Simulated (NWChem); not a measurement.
System: LiCl; SMILES [Cl][Li]

NWChem printed, in part:

```
             Northwest Computational Chemistry Package (NWChem) 7.3.0
             --------------------------------------------------------

 ORDER OF PRIMARY AXIS IS BEING SET TO 4
 C4V symmetry detected

                             Geometry "geometry" -> ""
                             -------------------------

 Output coordinates in angstroms (scale by  1.889725989 to convert to a.u.)

  No.       Tag          Charge          X              Y              Z
 ---- ---------------- ---------- -------------- -------------- --------------
    1 Li                   3.0000     0.00000000     0.00000000    -1.74677465
    2 Cl                  17.0000     0.00000000     0.00000000     0.30825435

 Effective nuclear repulsion energy (a.u.)      13.1326807062

      Symmetry information
      --------------------

 Group name             C4v
 Group number             18
 Group order               8
 No. of unique centers     2

  pbe96 is a nonlocal functional; adding pw91lda local functional.

                                 NWChem DFT Module
                                 -----------------

 Summary of "ao basis" -> "ao basis" (spherical)
 ------------------------------------------------------------------------------
       Tag                 Description            Shells   Functions and Types
 ---------------- ------------------------------  ------  ---------------------
 Li                         def2-svp                 5        9   3s2p
 Cl                         def2-svp                 8       18   4s3p1d

      Symmetry analysis of basis
      --------------------------

        a1         13
        a2          0
        b1          1
        b2          1
        e          12

            General Information
            -------------------
          SCF calculation type: DFT
          Wavefunction type:  closed shell.
          No. of atoms     :     2
          No. of electrons :    20
           Alpha electrons :    10
            Beta electrons :    10
          Charge           :     0
          Spin multiplicity:     1
          Use of symmetry is: on ; symmetry adaption is: on
          Maximum number of iterations: 150
          AO basis - number of functions:    27
                     number of shells:    13
          Convergence on energy requested:  1.00D-06
          Convergence on density requested:  1.00D-05
          Convergence on gradient requested:  5.00D-04

              XC Information
              --------------
          PerdewBurkeErnzerhof Exchange Functional  1.000
            Perdew 1991 LDA Correlation Functional  1.000 local
           PerdewBurkeErnz. Correlation Functional  1.000 non-local

             Grid Information
             ----------------
          Grid used for XC integration:  coarse
          Radial quadrature: Mura-Knowles
          Angular quadrature: Lebedev.
          Tag              B.-S. Rad. Rad. Pts. Rad. Cut. Ang. Pts.
          ---              ---------- --------- --------- ---------
          Li                  1.45       35          10.0       302
          Cl                  1.00       70           8.0       302
          Grid pruning is: on
          Number of quadrature shells:   105
          Spatial weights used:  Erf1

      Superposition of Atomic Density Guess
      -------------------------------------

 Sum of atomic energies:        -466.74858318

      Non-variational initial energy
      ------------------------------

 Total energy =    -466.659096
 1-e energy   =    -670.292471
 2-e energy   =     190.500694
 HOMO         =      -0.452400
 LUMO         =      -0.048337

      Symmetry analysis of molecular orbitals - initial
      -------------------------------------------------

 !! scf_movecs_sym_adapt:    2 vectors were symmetry contaminated

  Symmetry fudging

 !! scf_movecs_sym_adapt:    2 vectors were symmetry contaminated

  Numbering of irreducible representations:

     1 a1          2 a2          3 b1          4 b2          5 e

  Orbital symmetries:

     1 a1          2 a1          3 a1          4 e           5 e
     6 a1          7 a1          8 a1          9 e          10 e
    11 a1         12 a1         13 e          14 e          15 a1
    16 a1         17 e          18 e          19 a1         20 b1

     ---------------------------------------------
      Total Density - Mulliken Population Analysis
     ---------------------------------------------

    Atom       Charge   Shell Charges
 -----------   ------   -------------------------------------------------------
    1 Li   3     2.16   1.99  0.08 -0.01  0.04  0.05
    2 Cl  17    17.84   2.00  1.99  1.24  0.75  5.95  2.28  3.63  0.00

   convergence    iter        energy       DeltaE   RMS-Dens  Diis-err
 ---------------- ----- ----------------- --------- --------- ---------
 d= 0,ls=0.0,diis     1   -467.3901552156 -4.81D+02  4.62D-02  2.47D-01
 d= 0,ls=0.0,diis     2   -467.3470101410  4.31D-02  3.03D-02  4.58D-01
 d= 0,ls=0.0,diis     3   -467.4221367822 -7.51D-02  4.33D-03  1.12D-02
 d= 0,ls=0.0,diis     4   -467.4241100831 -1.97D-03  2.97D-04  2.06D-05
 d= 0,ls=0.0,diis     5   -467.4241140846 -4.00D-06  6.05D-05  6.22D-06
 d= 0,ls=0.0,diis     6   -467.4241148451 -7.60D-07  2.63D-05  4.73D-07
 d= 0,ls=0.0,diis     7   -467.4241149377 -9.26D-08  1.36D-06  1.19D-09

         Total DFT energy =     -467.424114937712
      One electron energy =     -673.139737179467
           Coulomb energy =      222.561664026226
    Exchange-Corr. energy =      -29.978722490673
 Nuclear repulsion energy =       13.132680706202

 Numeric. integr. density =       20.000013869870

[...]

                         DFT ENERGY GRADIENTS

    atom               coordinates                        gradient
                 x          y          z           x          y          z
   1 Li      0.000000   0.000000  -3.300925    0.000000   0.000000  -0.008227
   2 Cl      0.000000   0.000000   0.582516    0.000000   0.000000   0.008227
```

Level: PBE/def2-SVP. Geometry: optimised at B3LYP/6-31G* (spherical d).

Task: Reconstruct the input file.

Result: This is not unique; one that fits is the input that was run:
```
start job
memory heap 200 mb stack 900 mb global 1100 mb
geometry units angstroms noautoz
  Li     0.000000     0.000000    -1.712326
  Cl     0.000000     0.000000     0.342703
end
basis spherical
  Li library def2-svp
  Cl library def2-svp
end
dft
  xc xpbe96 cpbe96
  grid coarse
  iterations 150
  mulliken
end
task dft gradient
```
